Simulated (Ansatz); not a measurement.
C2H5BO, SMILES `B/C=C/O` at its PBE0-D4/def2-TZVP geometry, where that method's forces vanish. The species carries charge 0 and has multiplicity 1.

```xyz
9

B     0.7741   -0.6192   -1.2380
C     0.4600    0.1280    0.0349
C    -0.8078    0.1336    0.4956
O    -1.2646    0.7343    1.5916
H    -0.1123   -1.1911   -1.8102
H     1.8811   -0.6572   -1.6918
H     1.2118    0.6704    0.6095
H    -1.6050   -0.3861   -0.0275
H    -0.5373    1.1873    2.0359
```

What forces (eV/Å) does ωB97M-V/def2-TZVPP give on these atoms in Ansatz 0.2.0? (Best estimate.)

Ansatz gave: 
```
B1   0.019 -0.088 -0.142
C2   0.008  0.068  0.102
C3   0.087 -0.195 -0.333
O4  -0.013  0.165  0.261
H5   0.104  0.069  0.070
H6  -0.141  0.003  0.056
H7  -0.071 -0.035 -0.029
H8   0.068  0.044  0.043
H9  -0.060 -0.032 -0.028
```
